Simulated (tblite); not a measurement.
A geometry optimisation, step by step.

Compound: C6H13GaN2.
Bonds: C1–C2 (double), C2–C3, C3–C4, C4–N5 (triple), N5–Ga6, Ga6–N7, N7–C8, N7–C9. Hydrogens: H10, H11 on C1; H12 on C2; H13, H14 on C3; H15, H16 on Ga6; H17, H18, H19 on C8; H20, H21, H22 on C9.
Bond orders are those of one Lewis drawing.

Computed with GFN2-xTB (tblite), gas phase: L-BFGS steps from a force-field or distance-geometry start until the largest atomic force falls under 0.01 eV/Å. 8 of its 123 geometries are shown.

Step 0: E = -719.0272 eV, largest atomic force 2.630 eV/Å
```
atom  x, y, z in Å  |  force x, y, z in eV/Å
C1      2.283   -1.877   -1.097   -0.308   0.090   0.489
C2      2.823   -1.336   -0.012    0.039  -0.414  -0.592
C3      2.143   -1.374    1.332   -0.811   0.789   0.260
C4      0.938   -0.514    1.294    1.507  -1.277   0.216
N5     -0.005    0.145    1.279    0.316  -0.149   0.259
Ga6    -1.534    1.220    1.180   -2.050   1.597   0.408
N7     -2.098    1.374   -0.662    0.797  -0.527   0.269
C8     -2.403    0.044   -1.183   -0.554  -0.033  -0.285
C9     -1.031    1.991   -1.452   -0.394   0.580  -0.181
H10     2.802   -1.849   -2.037   -0.127  -0.074  -0.066
H11     1.290   -2.340   -1.058    0.531   0.204  -0.165
H12     3.812   -0.899   -0.071   -0.164   0.082   0.153
H13     2.818   -0.990    2.123   -0.368  -0.147  -0.273
H14     1.849   -2.412    1.583   -0.036   0.503  -0.049
H15    -1.192    2.693    1.763    0.245  -0.719  -0.223
H16    -2.709    0.555    2.068    0.696  -0.070  -0.322
H17    -3.224   -0.420   -0.588    0.537   0.331  -0.178
H18    -2.772    0.114   -2.236    0.293  -0.035   0.478
H19    -1.518   -0.623   -1.154   -0.260  -0.012  -0.228
H20    -0.809    3.010   -1.051   -0.161  -0.685  -0.112
H21    -0.107    1.392   -1.428    0.046   0.099  -0.278
H22    -1.368    2.117   -2.505    0.229  -0.131   0.418
```

Step 17: E = -719.6478 eV, largest atomic force 0.224 eV/Å
```
atom  x, y, z in Å  |  force x, y, z in eV/Å
C1      2.252   -1.865   -1.116    0.079   0.051   0.109
C2      2.768   -1.314   -0.033   -0.090  -0.022   0.093
C3      2.079   -1.313    1.321    0.011  -0.047   0.022
C4      0.912   -0.482    1.397    0.127   0.018  -0.006
N5     -0.010    0.191    1.555    0.040  -0.029   0.038
Ga6    -1.672    1.336    1.253    0.062  -0.044  -0.154
N7     -1.805    1.176   -0.589   -0.073   0.014  -0.211
C8     -2.367   -0.005   -1.213    0.038  -0.086  -0.025
C9     -0.981    1.966   -1.482    0.093  -0.013  -0.045
H10     2.790   -1.857   -2.049   -0.090  -0.014   0.022
H11     1.286   -2.345   -1.107    0.045   0.055  -0.037
H12     3.747   -0.851   -0.040   -0.114   0.023  -0.085
H13     2.776   -0.965    2.092   -0.059  -0.050  -0.033
H14     1.755   -2.330    1.579    0.040   0.034  -0.029
H15    -1.068    2.651    1.756   -0.054   0.028  -0.006
H16    -2.629    0.449    2.052   -0.066   0.024   0.011
H17    -3.149   -0.409   -0.565    0.035  -0.009   0.068
H18    -2.814    0.210   -2.194    0.023   0.159   0.105
H19    -1.617   -0.796   -1.372    0.039   0.012  -0.023
H20    -0.796    2.939   -1.021    0.035   0.006   0.084
H21    -0.006    1.497   -1.684    0.019  -0.057  -0.014
H22    -1.460    2.137   -2.455   -0.141  -0.053   0.113
```

Step 35: E = -719.7447 eV, largest atomic force 0.127 eV/Å
```
atom  x, y, z in Å  |  force x, y, z in eV/Å
C1      2.153   -1.807   -1.072   -0.019   0.001  -0.007
C2      2.675   -1.230   -0.008    0.007  -0.034   0.007
C3      2.093   -1.359    1.385    0.014   0.027  -0.032
C4      0.992   -0.460    1.588   -0.077  -0.029  -0.023
N5      0.094    0.243    1.753    0.028  -0.008   0.005
Ga6    -1.632    1.318    1.226    0.070   0.008   0.018
N7     -1.632    1.060   -0.592   -0.003  -0.035  -0.122
C8     -2.298   -0.040   -1.249   -0.062  -0.065  -0.050
C9     -0.923    1.911   -1.519    0.025   0.059  -0.057
H10     2.616   -1.720   -2.039   -0.036   0.039  -0.012
H11     1.247   -2.390   -1.027    0.004  -0.015   0.027
H12     3.580   -0.644   -0.085   -0.047   0.047   0.021
H13     2.868   -1.146    2.129   -0.075  -0.016   0.026
H14     1.724   -2.381    1.538   -0.022   0.104   0.023
H15    -1.185    2.723    1.658    0.046  -0.052   0.028
H16    -2.709    0.497    1.953    0.082  -0.045   0.047
H17    -2.911   -0.573   -0.520    0.023  -0.026   0.091
H18    -2.962    0.324   -2.045    0.033  -0.015  -0.038
H19    -1.593   -0.758   -1.698    0.004   0.085   0.001
H20    -0.547    2.784   -0.983    0.051   0.020   0.086
H21    -0.067    1.403   -1.992   -0.072  -0.028   0.007
H22    -1.593    2.264   -2.314    0.027  -0.027  -0.048
```

Step 52: E = -719.7815 eV, largest atomic force 0.057 eV/Å
```
atom  x, y, z in Å  |  force x, y, z in eV/Å
C1      2.086   -1.769   -1.044   -0.006   0.010   0.003
C2      2.603   -1.172    0.012   -0.010   0.014   0.001
C3      2.065   -1.369    1.413    0.009  -0.019  -0.029
C4      0.987   -0.454    1.641   -0.010   0.008   0.006
N5      0.117    0.283    1.796    0.003   0.000   0.009
Ga6    -1.574    1.296    1.199    0.020   0.027   0.046
N7     -1.606    1.045   -0.624    0.006  -0.001  -0.034
C8     -2.277   -0.058   -1.276    0.015  -0.004  -0.007
C9     -0.898    1.899   -1.552    0.010  -0.011  -0.012
H10     2.482   -1.609   -2.031   -0.013   0.004   0.003
H11     1.245   -2.440   -0.967    0.024  -0.002  -0.001
H12     3.432   -0.485   -0.080   -0.030   0.002   0.008
H13     2.842   -1.204    2.164    0.012  -0.003  -0.015
H14     1.669   -2.383    1.527   -0.007  -0.019   0.017
H15    -1.114    2.692    1.644   -0.018  -0.025  -0.016
H16    -2.576    0.422    1.972    0.009   0.014  -0.016
H17    -2.773   -0.666   -0.515   -0.014   0.002   0.016
H18    -3.035    0.296   -1.989    0.028   0.006  -0.004
H19    -1.569   -0.695   -1.827   -0.007   0.006   0.001
H20    -0.409    2.698   -0.989   -0.013   0.010   0.011
H21    -0.127    1.342   -2.107   -0.014   0.011   0.006
H22    -1.579    2.353   -2.284    0.006  -0.031   0.006
```

Step 70: E = -719.7898 eV, largest atomic force 0.062 eV/Å
```
atom  x, y, z in Å  |  force x, y, z in eV/Å
C1      2.047   -1.758   -1.050    0.027  -0.004   0.018
C2      2.532   -1.139    0.009   -0.047   0.039  -0.011
C3      2.050   -1.399    1.419    0.013  -0.002  -0.011
C4      0.992   -0.472    1.691   -0.023  -0.005  -0.004
N5      0.143    0.291    1.848    0.011  -0.008   0.008
Ga6    -1.535    1.298    1.203   -0.003   0.015   0.001
N7     -1.578    1.038   -0.620    0.033  -0.011  -0.034
C8     -2.247   -0.066   -1.271    0.015   0.004  -0.007
C9     -0.881    1.890   -1.558    0.005  -0.007  -0.014
H10     2.393   -1.524   -2.041    0.009  -0.020  -0.009
H11     1.294   -2.526   -0.974   -0.010   0.008   0.012
H12     3.274   -0.359   -0.086   -0.004   0.002  -0.011
H13     2.854   -1.253    2.144    0.022  -0.002   0.008
H14     1.657   -2.414    1.521   -0.020   0.005  -0.024
H15    -1.099    2.708    1.622    0.000  -0.025   0.003
H16    -2.536    0.421    1.969   -0.019   0.010   0.011
H17    -2.777   -0.655   -0.518    0.001   0.008   0.019
H18    -2.973    0.296   -2.011   -0.014  -0.014  -0.002
H19    -1.538   -0.724   -1.796    0.014   0.006   0.014
H20    -0.429    2.723   -1.012   -0.013  -0.008   0.007
H21    -0.083    1.348   -2.090   -0.014   0.001   0.022
H22    -1.570    2.294   -2.311    0.018   0.009   0.004
```

Step 87: E = -719.7973 eV, largest atomic force 0.124 eV/Å
```
atom  x, y, z in Å  |  force x, y, z in eV/Å
C1      2.029   -1.761   -1.070    0.029  -0.026  -0.007
C2      2.454   -1.074   -0.029    0.002  -0.039  -0.009
C3      2.015   -1.388    1.383   -0.006   0.001   0.002
C4      0.966   -0.475    1.719   -0.028   0.004   0.022
N5      0.106    0.266    1.913   -0.011   0.031  -0.010
Ga6    -1.533    1.315    1.212   -0.076  -0.088   0.043
N7     -1.555    1.042   -0.609    0.006  -0.019  -0.031
C8     -2.197   -0.088   -1.243    0.020  -0.017  -0.012
C9     -0.846    1.882   -1.547    0.020  -0.006  -0.009
H10     2.348   -1.529   -2.071   -0.016   0.019  -0.016
H11     1.355   -2.596   -0.962    0.011   0.013  -0.031
H12     3.118   -0.227   -0.133   -0.032  -0.023  -0.007
H13     2.845   -1.289    2.087    0.002   0.039   0.024
H14     1.611   -2.403    1.448    0.014  -0.008  -0.015
H15    -1.055    2.707    1.626    0.005   0.041   0.021
H16    -2.584    0.470    1.958    0.040   0.055  -0.013
H17    -2.751   -0.647   -0.484    0.001   0.007  -0.004
H18    -2.899    0.240   -2.023    0.020  -0.011   0.035
H19    -1.468   -0.766   -1.714   -0.005   0.026   0.007
H20    -0.440    2.741   -1.007    0.006   0.011   0.006
H21    -0.013    1.349   -2.030   -0.020  -0.008  -0.005
H22    -1.516    2.247   -2.337    0.017  -0.004   0.010
```

Step 105: E = -719.8165 eV, largest atomic force 0.088 eV/Å
```
atom  x, y, z in Å  |  force x, y, z in eV/Å
C1      2.010   -1.792   -1.174   -0.034  -0.040  -0.024
C2      2.225   -0.990   -0.151   -0.004   0.044   0.017
C3      1.877   -1.346    1.276    0.011   0.016  -0.019
C4      0.809   -0.493    1.705    0.072  -0.049  -0.015
N5     -0.051    0.225    1.970   -0.062   0.015   0.011
Ga6    -1.595    1.395    1.265   -0.006  -0.007   0.022
N7     -1.478    1.042   -0.540    0.014   0.007  -0.031
C8     -2.024   -0.154   -1.139   -0.007   0.002   0.004
C9     -0.722    1.834   -1.483    0.012   0.010  -0.017
H10     2.272   -1.506   -2.178   -0.010  -0.014   0.023
H11     1.566   -2.768   -1.053    0.025   0.018  -0.015
H12     2.655   -0.007   -0.285   -0.005  -0.012   0.006
H13     2.744   -1.194    1.927   -0.001   0.002   0.024
H14     1.552   -2.387    1.352   -0.006   0.003  -0.011
H15    -1.021    2.754    1.683   -0.015   0.033  -0.006
H16    -2.748    0.681    1.986    0.028  -0.002  -0.014
H17    -2.597   -0.695   -0.381   -0.009  -0.014   0.006
H18    -2.692    0.086   -1.978    0.015  -0.002   0.005
H19    -1.230   -0.816   -1.519   -0.021  -0.002   0.006
H20    -0.350    2.729   -0.976   -0.009  -0.025   0.000
H21     0.136    1.275   -1.887   -0.009   0.018   0.007
H22    -1.348    2.145   -2.332    0.021  -0.001   0.021
```

Step 122: E = -719.8185 eV, largest atomic force 0.010 eV/Å
```
atom  x, y, z in Å  |  force x, y, z in eV/Å
C1      1.997   -1.791   -1.191   -0.002  -0.003  -0.009
C2      2.165   -0.969   -0.175    0.001   0.002   0.005
C3      1.853   -1.340    1.256    0.004   0.001  -0.002
C4      0.785   -0.503    1.711   -0.002   0.005   0.000
N5     -0.078    0.209    1.986    0.001   0.002   0.001
Ga6    -1.595    1.409    1.271   -0.001   0.001   0.001
N7     -1.453    1.039   -0.530   -0.001   0.000   0.000
C8     -1.991   -0.168   -1.116   -0.003  -0.001  -0.001
C9     -0.690    1.825   -1.472    0.001   0.000   0.001
H10     2.231   -1.495   -2.199   -0.001  -0.001   0.004
H11     1.627   -2.795   -1.062   -0.003  -0.004  -0.002
H12     2.526    0.040   -0.318    0.000   0.005  -0.002
H13     2.729   -1.183    1.894    0.008   0.002  -0.001
H14     1.543   -2.386    1.326   -0.002   0.000   0.004
H15    -1.031    2.778    1.676   -0.003  -0.003   0.004
H16    -2.757    0.704    1.984    0.000  -0.003  -0.004
H17    -2.578   -0.694   -0.358   -0.003   0.001   0.000
H18    -2.642    0.058   -1.971   -0.004   0.003  -0.004
H19    -1.193   -0.839   -1.469    0.003  -0.003   0.002
H20    -0.334    2.727   -0.967    0.004  -0.003   0.003
H21     0.179    1.270   -1.857   -0.001  -0.002   0.001
H22    -1.305    2.123   -2.331    0.004   0.001  -0.002
```

**Question.** Summarise the path.

**Answer.** The energy falls by 76.35 kJ/mol from step 0 to step 122; nine tenths of that is first reached at step 34. It falls at every step. The largest force goes from 2.630 to 0.010 eV/Å. Among the bonds N5–Ga6 changes most, from 1.871 to 2.062 Å; the atoms move by 0.591 Å rms after alignment.

**Question.** Follow the three bonds and two angles with the largest change from start to end.

**Answer.** 
| step | E above end (kJ/mol) | largest force (eV/Å) | N5–Ga6 (Å) | Ga6–N7 (Å) | Ga6–H15 (Å) | C4–N5–Ga6 (°) | H15–Ga6–H16 (°) |
| --- | --- | --- | --- | --- | --- | --- | --- |
| 0 | 76.35 | 2.630 | 1.871 | 1.932 | 1.620 | 177.7 | 109.3 |
| 5 | 32.96 | 0.401 | 2.105 | 1.865 | 1.519 | 176.8 | 118.2 |
| 11 | 24.81 | 0.398 | 2.135 | 1.877 | 1.559 | 172.3 | 122.9 |
| 16 | 17.53 | 0.290 | 2.051 | 1.861 | 1.535 | 165.4 | 125.6 |
| 21 | 14.59 | 0.116 | 2.023 | 1.844 | 1.532 | 159.5 | 123.2 |
| 27 | 11.82 | 0.181 | 2.036 | 1.844 | 1.531 | 158.3 | 123.8 |
| 32 | 8.65 | 0.164 | 2.080 | 1.837 | 1.535 | 157.8 | 124.4 |
| 37 | 6.53 | 0.107 | 2.096 | 1.844 | 1.534 | 155.1 | 123.4 |
| 42 | 4.84 | 0.148 | 2.091 | 1.837 | 1.540 | 153.0 | 122.9 |
| 48 | 3.82 | 0.091 | 2.060 | 1.848 | 1.529 | 153.4 | 123.7 |
| 53 | 3.53 | 0.044 | 2.058 | 1.841 | 1.535 | 153.6 | 124.6 |
| 58 | 3.37 | 0.038 | 2.054 | 1.842 | 1.530 | 152.6 | 124.9 |
| 64 | 3.10 | 0.060 | 2.061 | 1.841 | 1.536 | 151.7 | 125.1 |
| 69 | 2.80 | 0.065 | 2.059 | 1.842 | 1.531 | 151.8 | 125.2 |
| 74 | 2.62 | 0.040 | 2.066 | 1.844 | 1.533 | 150.9 | 124.7 |
| 80 | 2.38 | 0.030 | 2.070 | 1.845 | 1.533 | 150.2 | 124.3 |
| 85 | 2.19 | 0.073 | 2.070 | 1.844 | 1.533 | 149.7 | 125.1 |
| 90 | 1.80 | 0.061 | 2.061 | 1.840 | 1.532 | 148.9 | 126.4 |
| 95 | 1.29 | 0.098 | 2.065 | 1.841 | 1.533 | 147.2 | 126.2 |
| 101 | 0.48 | 0.095 | 2.065 | 1.846 | 1.535 | 145.9 | 124.9 |
| 106 | 0.17 | 0.105 | 2.060 | 1.844 | 1.535 | 146.5 | 124.4 |
| 111 | 0.06 | 0.045 | 2.062 | 1.845 | 1.535 | 146.6 | 124.1 |
| 117 | 0.02 | 0.026 | 2.062 | 1.845 | 1.535 | 146.0 | 124.3 |
| 122 | 0.00 | 0.010 | 2.062 | 1.844 | 1.535 | 145.9 | 124.5 |

What follows is the cost of the whole relaxation. On one thread, Arm Neoverse N1 (aarch64) (shared host), this took 1.9 s of wall time.
